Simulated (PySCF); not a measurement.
Isomers of C2H14N2Si4, from PBE0-D3(BJ)/def2-SVP geometry optimisation, gas phase (PySCF 2.14.0). One conformer each, no zero-point energy, no frequencies.

Question: Which isomer lies lower at this level?
A. `[SiH3:1][N:2]([SiH3:3])[C@@H:4]1[CH2:5][SiH2:6][NH:7][SiH2:8]1` with Si1–N2–C4–C5 -97°, N2–C4–C5–Si6 -171°, C4–C5–Si6–N7 30°, C5–Si6–N7–Si8 -9°, Si6–N7–Si8–C4 -11°: A = 1600, B = 620.2, C = 545.6 MHz, dipole 1.17 D
B. `[SiH3:1][N:2]([SiH3:3])[Si@@H:4]1[CH2:5][CH2:6][SiH2:7][NH:8]1` with Si1–N2–Si4–C5 -100°, N2–Si4–C5–C6 -141°, Si4–C5–C6–Si7 35°, C5–C6–Si7–N8 -29°, C6–Si7–N8–Si4 11°: A = 1874, B = 621.0, C = 538.3 MHz, dipole 0.74 D

Answer: B. That is `[SiH3]N([SiH3])[Si@@H]1CC[SiH2]N1`, 35.9 kcal/mol below the other.

| SMILES | mapped SMILES | E (Eh) | relative (kcal/mol) | relative (kJ/mol) | dipole (D) |
| --- | --- | --- | --- | --- | --- |
| [SiH3]N([SiH3])[Si@@H]1CC[SiH2]N1 | [SiH3:1][N:2]([SiH3:3])[Si@@H:4]1[CH2:5][CH2:6][SiH2:7][NH:8]1 | -1351.03628 | 0.0 | 0.0 | 0.74 |
| [SiH3]N([SiH3])[C@@H]1C[SiH2]N[SiH2]1 | [SiH3:1][N:2]([SiH3:3])[C@@H:4]1[CH2:5][SiH2:6][NH:7][SiH2:8]1 | -1350.97913 | 35.9 | 150.1 | 1.17 |
